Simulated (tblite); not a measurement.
Record of a relaxation.

Compound: C7H10F2.
Numbering: `[CH2:1]=[CH:2][C@@H:3]([CH3:4])[C:5](=[CH2:6])[CH:7]([F:8])[F:9]` (hydrogens: H10, H11 on C1; H12 on C2; H13 on C3; H14, H15, H16 on C4; H17, H18 on C6; H19 on C7)

Computed with GFN2-xTB (tblite), gas phase: L-BFGS steps from a force-field or distance-geometry start until the largest atomic force falls under 0.01 eV/Å. 7 of its 73 geometries are shown.

Step 0: E = -802.5477 eV, largest atomic force 1.897 eV/Å
```
atom  x, y, z in Å  |  force x, y, z in eV/Å
C1     -2.406    0.804    0.419    0.213   0.090  -0.334
C2     -1.325    0.668   -0.349   -0.351  -0.377   1.019
C3     -0.315   -0.470   -0.192   -0.681   0.121  -0.160
C4     -0.310   -1.275   -1.504    0.323  -0.391   0.155
C5      1.027    0.075    0.253    1.057  -0.133  -1.570
C6      2.102    0.187   -0.556   -0.566   0.080   1.027
C7      1.080    0.477    1.698    0.551  -0.185   0.113
F8      2.330    0.885    2.082   -0.465  -0.114  -0.131
F9      0.784   -0.590    2.501   -0.001   0.254  -0.077
H10    -2.667    0.100    1.211    0.180   0.316  -0.358
H11    -3.097    1.638    0.261    0.296  -0.452   0.124
H12    -1.126    1.395   -1.117    0.172  -0.017  -0.131
H13    -0.673   -1.159    0.595    0.051   0.300  -0.112
H14    -0.051   -0.669   -2.370    0.002   0.046   0.123
H15    -1.298   -1.715   -1.683    0.220   0.223   0.140
H16     0.408   -2.105   -1.422   -0.196   0.309  -0.081
H17     3.051    0.575   -0.168   -0.555  -0.207  -0.229
H18     2.095   -0.101   -1.601   -0.108   0.080   0.362
H19     0.382    1.289    1.934   -0.141   0.058   0.119
```

Step 12: E = -802.6489 eV, largest atomic force 0.061 eV/Å
```
atom  x, y, z in Å  |  force x, y, z in eV/Å
C1     -2.393    0.805    0.415    0.013   0.009  -0.025
C2     -1.310    0.664   -0.325    0.038  -0.021   0.043
C3     -0.335   -0.476   -0.186    0.035  -0.023   0.000
C4     -0.300   -1.274   -1.488    0.004  -0.028  -0.012
C5      1.020    0.057    0.220   -0.002   0.008   0.023
C6      2.085    0.183   -0.554   -0.025  -0.008   0.026
C7      1.075    0.468    1.672    0.002  -0.006   0.004
F8      2.307    0.885    2.048   -0.054   0.011   0.019
F9      0.775   -0.585    2.484    0.017   0.041  -0.006
H10    -2.642    0.106    1.197    0.003  -0.016   0.012
H11    -3.081    1.617    0.268   -0.020   0.047   0.007
H12    -1.075    1.372   -1.108    0.003   0.010   0.003
H13    -0.681   -1.137    0.618   -0.007   0.011  -0.024
H14    -0.041   -0.641   -2.333    0.000   0.034   0.007
H15    -1.284   -1.697   -1.672   -0.020  -0.028  -0.021
H16     0.422   -2.084   -1.421    0.006  -0.004   0.010
H17     3.012    0.568   -0.164   -0.012   0.003  -0.037
H18     2.076   -0.096   -1.591    0.002  -0.002  -0.013
H19     0.359    1.275    1.912    0.017  -0.038  -0.014
```

Step 24: E = -802.6524 eV, largest atomic force 0.029 eV/Å
```
atom  x, y, z in Å  |  force x, y, z in eV/Å
C1     -2.379    0.813    0.421   -0.013   0.001  -0.004
C2     -1.295    0.661   -0.315   -0.001   0.012   0.009
C3     -0.334   -0.492   -0.182   -0.016  -0.004  -0.016
C4     -0.296   -1.278   -1.492   -0.004  -0.015  -0.017
C5      1.021    0.041    0.226   -0.014   0.007  -0.010
C6      2.076    0.177   -0.559   -0.002   0.003  -0.006
C7      1.064    0.466    1.673   -0.005   0.009   0.008
F8      2.281    0.918    2.053    0.020   0.018  -0.009
F9      0.782   -0.579    2.499    0.004  -0.025  -0.001
H10    -2.647    0.109    1.193    0.018   0.008  -0.013
H11    -3.054    1.640    0.281    0.016   0.008   0.003
H12    -1.043    1.376   -1.087   -0.003  -0.008   0.018
H13    -0.691   -1.151    0.617    0.018  -0.020  -0.008
H14    -0.042   -0.631   -2.327   -0.003   0.009   0.001
H15    -1.274   -1.711   -1.685   -0.018   0.001   0.012
H16     0.433   -2.081   -1.432    0.019  -0.015   0.003
H17     3.003    0.581   -0.191   -0.003  -0.007   0.019
H18     2.055   -0.107   -1.595    0.009  -0.002   0.005
H19     0.328    1.257    1.894   -0.021   0.019   0.008
```

Step 36: E = -802.6538 eV, largest atomic force 0.021 eV/Å
```
atom  x, y, z in Å  |  force x, y, z in eV/Å
C1     -2.371    0.820    0.427   -0.006   0.000  -0.005
C2     -1.289    0.658   -0.310   -0.008  -0.003   0.001
C3     -0.336   -0.502   -0.186   -0.001   0.008  -0.003
C4     -0.297   -1.284   -1.499    0.000  -0.001   0.010
C5      1.015    0.040    0.224    0.007  -0.019   0.005
C6      2.073    0.175   -0.556   -0.002   0.006   0.002
C7      1.054    0.471    1.670   -0.006  -0.004   0.002
F8      2.264    0.951    2.042   -0.008  -0.002  -0.003
F9      0.799   -0.581    2.497    0.016  -0.003   0.002
H10    -2.651    0.112    1.190    0.013  -0.002   0.003
H11    -3.028    1.662    0.297   -0.003   0.007  -0.002
H12    -1.024    1.379   -1.073   -0.010  -0.002   0.004
H13    -0.688   -1.169    0.610    0.001   0.016  -0.009
H14    -0.052   -0.631   -2.333   -0.005  -0.011   0.008
H15    -1.274   -1.723   -1.687   -0.001   0.011   0.001
H16     0.437   -2.083   -1.443    0.005   0.006  -0.008
H17     2.996    0.584   -0.183    0.008   0.002   0.006
H18     2.060   -0.114   -1.591    0.008  -0.008  -0.005
H19     0.303    1.247    1.897   -0.010   0.000  -0.010
```

Step 48: E = -802.6546 eV, largest atomic force 0.023 eV/Å
```
atom  x, y, z in Å  |  force x, y, z in eV/Å
C1     -2.364    0.825    0.432   -0.010   0.000   0.004
C2     -1.288    0.661   -0.311    0.000  -0.001   0.000
C3     -0.337   -0.501   -0.191    0.016  -0.001   0.008
C4     -0.301   -1.284   -1.502   -0.001  -0.002  -0.001
C5      1.015    0.033    0.222    0.007   0.022  -0.004
C6      2.079    0.167   -0.551    0.012   0.003  -0.009
C7      1.048    0.469    1.666   -0.007  -0.001  -0.005
F8      2.243    0.987    2.033   -0.018   0.002   0.003
F9      0.828   -0.588    2.497    0.009  -0.003   0.002
H10    -2.641    0.117    1.196    0.005  -0.005   0.011
H11    -3.020    1.669    0.307   -0.008   0.006  -0.004
H12    -1.028    1.383   -1.075    0.010  -0.006  -0.009
H13    -0.690   -1.166    0.605   -0.009  -0.003   0.007
H14    -0.062   -0.631   -2.338   -0.001  -0.003  -0.003
H15    -1.277   -1.727   -1.683   -0.006   0.006  -0.016
H16     0.437   -2.080   -1.450    0.006   0.003   0.001
H17     2.998    0.580   -0.168    0.000  -0.019  -0.011
H18     2.079   -0.126   -1.585   -0.008   0.000   0.013
H19     0.272    1.222    1.890    0.003   0.004   0.013
```

Step 60: E = -802.6556 eV, largest atomic force 0.016 eV/Å
```
atom  x, y, z in Å  |  force x, y, z in eV/Å
C1     -2.359    0.831    0.438    0.008   0.001   0.001
C2     -1.290    0.663   -0.316    0.005   0.008   0.009
C3     -0.336   -0.497   -0.195   -0.015   0.001  -0.001
C4     -0.302   -1.279   -1.508    0.003  -0.002   0.005
C5      1.016    0.037    0.221   -0.009  -0.001  -0.004
C6      2.087    0.153   -0.545   -0.004   0.000   0.004
C7      1.038    0.472    1.666   -0.001  -0.002   0.002
F8      2.210    1.042    2.028    0.000  -0.002  -0.005
F9      0.874   -0.600    2.492    0.010   0.003   0.004
H10    -2.621    0.128    1.212   -0.009   0.005  -0.003
H11    -3.020    1.672    0.313    0.005  -0.007  -0.001
H12    -1.036    1.379   -1.088   -0.009  -0.005  -0.006
H13    -0.688   -1.161    0.602   -0.005  -0.009  -0.007
H14    -0.066   -0.626   -2.344    0.002  -0.001   0.008
H15    -1.279   -1.722   -1.687    0.003   0.010  -0.007
H16     0.436   -2.075   -1.458    0.006  -0.001   0.004
H17     3.009    0.553   -0.162    0.010   0.009   0.009
H18     2.086   -0.146   -1.577   -0.004  -0.008  -0.012
H19     0.230    1.185    1.900    0.005   0.000   0.000
```

Step 72: E = -802.6561 eV, largest atomic force 0.007 eV/Å
```
atom  x, y, z in Å  |  force x, y, z in eV/Å
C1     -2.358    0.836    0.442    0.004   0.004   0.003
C2     -1.294    0.662   -0.318   -0.002   0.000   0.000
C3     -0.340   -0.498   -0.196   -0.005  -0.001  -0.003
C4     -0.299   -1.275   -1.511    0.002  -0.003  -0.001
C5      1.012    0.036    0.222   -0.002  -0.007   0.001
C6      2.086    0.143   -0.541   -0.003   0.004   0.002
C7      1.037    0.472    1.667    0.001   0.000   0.001
F8      2.197    1.073    2.015   -0.002   0.001   0.000
F9      0.912   -0.604    2.494   -0.001   0.004  -0.002
H10    -2.619    0.140    1.223    0.001   0.001   0.001
H11    -3.017    1.678    0.316   -0.004  -0.002  -0.003
H12    -1.048    1.370   -1.098    0.002   0.002   0.002
H13    -0.694   -1.165    0.598    0.004   0.002   0.001
H14    -0.052   -0.618   -2.342    0.001  -0.001   0.001
H15    -1.276   -1.712   -1.703    0.000   0.002  -0.001
H16     0.436   -2.073   -1.458   -0.001  -0.006  -0.003
H17     3.008    0.543   -0.156    0.004   0.002   0.004
H18     2.088   -0.161   -1.572   -0.001   0.001  -0.004
H19     0.213    1.164    1.910    0.002  -0.003   0.000
```

Q: Summarise the path.

A: The energy falls by 2.50 kcal/mol from step 0 to step 72; nine tenths of that is first reached at step 8. It falls at every step. The largest force goes from 1.897 to 0.007 eV/Å. Among the bonds C5=C6 changes most, from 1.351 to 1.322 Å; the atoms move by 0.095 Å rms after alignment.

What follows is the cost of the whole relaxation. Hardware: one thread of an Arm Neoverse N1, shared host. Cost: 0.72 s of wall time.
